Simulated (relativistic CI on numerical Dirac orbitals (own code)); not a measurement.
**Spin-allowed bands of a d2 ion in an octahedral site, by hand**

Problem. Take Δ = 17050 cm⁻¹ and B = 600 cm⁻¹ for a d2 ion in an octahedral site. Calculate the three spin-allowed bands.

Working.
1. The terms of highest spin are 3F (energy 0) and 3P (15B = 9000 cm⁻¹). Here the F term splits into A2 at +1.2Δ = 20460, T2 at +0.2Δ = 3410 and T1 at −0.6Δ = -10230 cm⁻¹.
2. The two T1 states mix through the element 0.4Δ: H = [[-10230, 6820], [6820, 9000]], with roots ½(H₁₁ + H₂₂) ∓ ½√[(H₂₂ − H₁₁)² + 4H₁₂²] = ½(-1230) ∓ ½(23576) = -12403 and 11173 cm⁻¹.
3. The ground term is 3T1 at -12403 cm⁻¹.
4. Bands: 3T2 15813 cm⁻¹ (632 nm), 3T1(P) 23576 cm⁻¹ (424 nm), 3A2 32863 cm⁻¹ (304 nm).

Check. Exact diagonalisation of the whole d2 shell with these parameters gives 3T2 15813, 3T1 23576, 3A2 32863 cm⁻¹. The match is exact, since without spin-orbit coupling no other term has this spin. The ratio of the second band to the first, 1.491, depends on Δ/B = 28.4 alone, which is how a Tanabe-Sugano diagram is read.
